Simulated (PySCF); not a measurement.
# Ru⁺: ionisation energy

Ru⁺ [Kr] 4d7 (4F) → Ru²⁺ [Kr] 4d6 (5D), as a difference of total energies. All numbers are calculated (PySCF 2.14, a scalar-relativistic core potential, in def2-QZVPPD with the def2 core potential (28 electrons) (7s5p4d4f2g, 88 functions)). Correlated levels: valence: 4s2 4p6 frozen; valence and next inner shell: nothing frozen outside the core potential. The calculations carry no spin-orbit coupling.

| method | ionisation energy (eV) |
| --- | --- |
| UHF | 14.979 |
| LDA | 17.232 |
| PBE | 17.017 |
| PBE0 | 16.773 |
| r2SCAN | 16.639 |
| B3LYP | 17.051 |
| TPSS | 16.899 |
| BLYP | 17.074 |
| M06-2X | 17.088 |
| MP2 (valence) | 16.424 |
| SCS-MP2 (valence) | 16.601 |
| MP2 (valence and next inner shell) | 16.426 |
| SCS-MP2 (valence and next inner shell) | 16.424 |

Problem. How much does correlation contribute at MP2 (valence and next inner shell)?

Solution. 16.426 − (14.979) = 1.447 eV, measured against UHF.

The reference lies between the lowest fine-structure levels, while these numbers refer to the centres of the terms.

Errors of the correlated levels include the incompleteness of this basis and the frozen core.

For comparison: 16.76 ± 0.06 eV (semi-empirical (NIST evaluation); NIST Atomic Spectra Database, ionization energies).
